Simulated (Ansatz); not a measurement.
`F[SiH]1CB1[SiH3]` + `N=CCl` → `[SiH3]/N=C/Cl` + `F[SiH]1BC1`  (cleavage of the Si–B bond)

Gas-phase electronic energies from Ansatz, PBE0-D4/def2-TZVP geometries. CCSD(T)/CBS adds triple-zeta CCSD(T) − MP2 to the extrapolated MP2 energy (def2 sets, frozen cores). This one scheme is used for every species. DFT in def2-TZVPP. B3LYP here is the variant with VWN-RPA as its local correlation; programs differ in this. Each species was taken in one conformer, which may not be the lowest.

**Question.** Is it downhill or uphill in electronic energy at CCSD(T)/CBS, and by how much? (Best estimate.)

**Answer.** Computed: Downhill: ΔE = -26.4 kJ/mol.

**Question.** What do these levels give: B3LYP-D4, ωB97X-V, B2PLYP, HF/def2-TZVPP, MP2/def2-QZVPP, HF/CBS(def2)? (An estimate is asked.)

**Answer.** The calculation gave: B3LYP-D4 -30.5, ωB97X-V -27.2, B2PLYP -32.3, HF/def2-TZVPP -47.0, MP2/def2-QZVPP -31.9, HF/CBS(def2) -48.8 kJ/mol.

Largest T1 diagnostic among the species: 0.014.

In def2-TZVPP, CCSD(T) changes the Hartree–Fock value by +23.3 kJ/mol (the triples alone add +2.6 kJ/mol) and MP2 by +17.2 kJ/mol. From PBE to PBE0 (25 % exact exchange), in def2-TZVPP and without D4, ΔE moves by −3.9 kJ/mol.
